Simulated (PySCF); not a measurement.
**Electron correlation in Cu⁺ (copper, charge +1)**

[Ar] 3d9 4p1, one real determinant (an excited configuration). All numbers are calculated (PySCF 2.14, scalar relativity through the core potential, in aug-cc-pwCVDZ-PP with ECP10MDF). Frozen: 3s2 3p6; 10 electrons correlated.

| level | correlation energy (mhartree) |
| --- | --- |
| CCSD | -338.79 |
| (T) | -9.51 |
| CCSD(T) | -348.30 |

Diagnostics: T1 = 0.012, D1 = 0.0398, largest double amplitude 0.030.

The real determinant used has ⟨L²⟩ near 8 against 12 for a pure F term, so it mixes terms.

Cost of the coupled-cluster step: of the order of 19 core-seconds, for 10 correlated electrons.

Iterations:

```
CC2 = 0
CCSD nocc = (np.int64(6), np.int64(4)), nmo = (66, 66)
frozen orbitals [[0, 1, 2, 3], [0, 1, 2, 3]]
max_cycle = 100
direct = 0
conv_tol = 1e-08
conv_tol_normt = 1e-06
diis_space = 8
diis_start_cycle = 0
Init t2, MP2 energy = -0.364358615191857
Init E_corr(UCCSD) = -0.364358615204638
cycle = 1  E_corr(UCCSD) = -0.32974915029881  dE = 0.0346094649  norm(t1,t2) = 0.0599712
cycle = 2  E_corr(UCCSD) = -0.33951354139211  dE = -0.00976439109  norm(t1,t2) = 0.0223715
cycle = 3  E_corr(UCCSD) = -0.338052216289144  dE = 0.0014613251  norm(t1,t2) = 0.011217
cycle = 4  E_corr(UCCSD) = -0.338482004284986  dE = -0.000429787996  norm(t1,t2) = 0.00528604
cycle = 5  E_corr(UCCSD) = -0.338725186004697  dE = -0.00024318172  norm(t1,t2) = 0.00243923
cycle = 6  E_corr(UCCSD) = -0.338719097365634  dE = 6.08863906e-06  norm(t1,t2) = 0.00210138
cycle = 7  E_corr(UCCSD) = -0.33870864794436  dE = 1.04494213e-05  norm(t1,t2) = 0.00154753
cycle = 8  E_corr(UCCSD) = -0.33881796853935  dE = -0.000109320595  norm(t1,t2) = 0.000912691
cycle = 9  E_corr(UCCSD) = -0.338792474210767  dE = 2.54943286e-05  norm(t1,t2) = 0.00033554
cycle = 10  E_corr(UCCSD) = -0.338788908885613  dE = 3.56532515e-06  norm(t1,t2) = 0.000151418
cycle = 11  E_corr(UCCSD) = -0.338794592550219  dE = -5.68366461e-06  norm(t1,t2) = 8.65641e-05
cycle = 12  E_corr(UCCSD) = -0.338793131004853  dE = 1.46154537e-06  norm(t1,t2) = 3.53071e-05
cycle = 13  E_corr(UCCSD) = -0.338792853498934  dE = 2.77505919e-07  norm(t1,t2) = 1.43242e-05
cycle = 14  E_corr(UCCSD) = -0.33879271479754  dE = 1.38701394e-07  norm(t1,t2) = 6.19626e-06
cycle = 15  E_corr(UCCSD) = -0.338792612980463  dE = 1.01817077e-07  norm(t1,t2) = 2.81103e-06
cycle = 16  E_corr(UCCSD) = -0.338792719800922  dE = -1.06820459e-07  norm(t1,t2) = 1.32501e-06
cycle = 17  E_corr(UCCSD) = -0.338792702895884  dE = 1.69050378e-08  norm(t1,t2) = 7.45198e-07
cycle = 18  E_corr(UCCSD) = -0.338792723067665  dE = -2.01717811e-08  norm(t1,t2) = 5.15028e-07
cycle = 19  E_corr(UCCSD) = -0.338792726658129  dE = -3.59046393e-09  norm(t1,t2) = 3.90919e-07
UCCSD converged
E(UCCSD) = -196.0445715111115  E_corr = -0.3387927266581287
UCCSD(T) correction = -0.00951089690570855
```

The reference is one real determinant that mixes LS terms of this configuration.
